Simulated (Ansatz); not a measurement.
`[BH2][GeH2][BH]N` + H–F → `[BH2][GeH2][F]` + `BN`  (cleavage of the Ge–B bond)

Calculated with Ansatz (gas phase, PBE0-D4/def2-TZVP geometries, no zero-point term in ΔE). CCSD(T)/CBS is the MP2 limit (def2-TZVPP, def2-QZVPP) plus CCSD(T) − MP2 in def2-TZVPP, frozen cores. This one scheme is used for every species. Functionals use def2-TZVPP. For Ge outer-core shells are correlated without core-valence functions, which leaves a few kJ/mol of doubt a bond. Scalar relativity is left out up to krypton. One conformer a species, not always the lowest.

```
    level  ΔE (eV)
r2SCAN-D4    -0.59
      PBE    -0.51
```

(1) What does CCSD(T)/CBS give? (Estimate.)

Largest T1 diagnostic among the species: 0.014.

## Answers

(1) Computed: -0.49 eV. The listed levels differ from it by -0.10, -0.02 eV.

From BLYP to BHLYP (50 % exact exchange), in def2-TZVPP and without D4, ΔE moves by −0.06 eV. At CCSD(T), def2-SVP lies −0.18 eV from the extrapolated value and def2-TZVPP −0.05 eV.
